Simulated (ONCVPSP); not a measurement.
# gold (Au): one change to an ONCV potential, before and after

```
Element                 : gold (Au)
Generator               : ONCVPSP 4.0.1
Type                    : optimised norm-conserving Vanderbilt (ONCV)
Functional              : PBE
Relativity              : scalar-relativistic
Frozen core             : [Xe] 4f14
Valence charge          : 11
Reference configuration : 5d10 (charge +1)
Partial waves           : s scattering state at 0.1 Ha: rc 2.55 bohr, ncon 4, nbas 8, qcut 2.3 1/bohr, 2 projectors, debl 1.8 Ha; p scattering state at 0.08 Ha: rc 2.05 bohr, ncon 4, nbas 7, qcut 3.7 1/bohr, 2 projectors, debl 2.7 Ha; 5d: rc 2.05 bohr, ncon 4, nbas 9, qcut 6.3 1/bohr, local; f scattering state at 0.11 Ha: rc 2.35 bohr, ncon 4, nbas 7, qcut 5 1/bohr, 1 projector
Local potential         : the d channel
Core correction         : Teter function, fcfact 5.75, rcfact 1.35
```

In the s channel the program set the typed energies aside and used 0.050, 1.850 Ha. In the p channel the program set the typed energies aside and used 0.050, 2.750 Ha.

All-electron outer shells of the reference configuration (PBE, scalar-relativistic, ld1.x):

| shell | level (eV) | outermost node (bohr) | outermost maximum (bohr) |
| --- | --- | --- | --- |
| 5d | -15.33 | 0.56 | 1.21 |

Change: d: nproj 1; local potential polynomial inside 1.80 bohr (lpopt 5, dvloc0 0 Ha).

Cutoffs: the cutoffs (Ha) at which the residual kinetic energy of the hardest occupied pseudo-wave falls to 1 and 0.1 mHa per electron; they do not see the model core or the augmentation charge, which bear on the density cutoff. Errors are all-electron minus pseudo energies relative to the spin-unpolarised reference configuration.

Q: What does the change do?

A: The potential gets neither clearly harder nor softer (16 Ha and 19 Ha → 16 Ha and 19 Ha); both files keep a bound ghost (p); the lowest positive-energy flag moves from s at 14.5 eV to s at 30.0 eV; of the 4 tests that both files solve, the error grows in 0 and shrinks in 2 by more than 15 % and 0.3 meV (median size 56.7 → 43.0 meV); the range in which the p phases agree widens (upper end 1.7 → 4.7).

| quantity | base | changed |
| --- | --- | --- |
| cutoff, loose | 16 Ha | 16 Ha |
| cutoff, tight | 19 Ha | 19 Ha |
| bound ghosts | p | p |
| GHOST(+) flags under 300 eV | s at 14.5 eV, p at 52.4 eV | s at 30.0 eV |
| error for 5d10 6s1, meV [ΔE -9.41 eV] | +57 | +46 |
| error for 5d9, meV [ΔE 21.21 eV] | -42 | -36 |
| error for 5d8, meV [ΔE 55.09 eV] | -225 | -200 |
| error for 5d9 6s1 6p1, meV [ΔE -1.91 eV] | +57 | +40 |
| s: phases at 2.59 bohr within 0.05 rad from the reference energy up to (Ha; the scan ends near 5) | 0.5 | 1.1 |
| p: phases at 2.09 bohr within 0.05 rad from the reference energy up to (Ha; the scan ends near 5) | 1.7 | 4.7 |
| d: phases at 2.09 bohr within 0.05 rad from the reference energy up to (Ha; the scan ends near 5) | 1.0 | 1.3 |
| f: phases at 2.38 bohr within 0.05 rad from the reference energy up to (Ha; the scan ends near 5) | 2.0 | 2.6 |
| rms error of d²Exc/dni dnj with the model core, mHa | 0.60 | 0.60 |

 A true bound ghost makes a file unfit for plane-wave use even where its test errors are small: the radial tests pick states by their node count and pass the ghost by.
